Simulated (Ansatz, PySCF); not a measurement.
Process, species as SMILES: [InH3] (InH3) → [InH2] (InH2) + H atom (the H-In bond at the site shown breaks; other sites are not compared here)
Structures are relaxed separately at B3LYP-D3(BJ)/def2-TZVP in Ansatz (a program for electronic structure).

Wanted: bond dissociation energy (0 K, with B3LYP-D3(BJ) harmonic zero-point energies from PySCF), in kJ/mol. Correlated levels leave the core frozen unless marked. Open shells are spin-unrestricted. No spin-orbit coupling. The frozen core is the preceding noble-gas configuration, with the filled d and f shells of earlier blocks. Past Kr the def2 sets carry scalar-relativistic core potentials. STO-3G rows are all-electron and non-relativistic. CBS marks a two-point X^-3 extrapolation of the correlation energy; Hartree-Fock from the larger set.

```json
[
 {"level": "revPBE-D3(BJ)/def2-TZVPD", "program": "Ansatz + dftd3", "bond dissociation energy (kJ/mol)": "271.4"}
]
```

### Question
Predict the CCSD(T)/CBS(def2-TZVPPD,def2-QZVPPD) result (Ansatz).

### Answer
290.7 kJ/mol, so revPBE-D3(BJ)/def2-TZVPD differs from it by -19.3 kJ/mol.
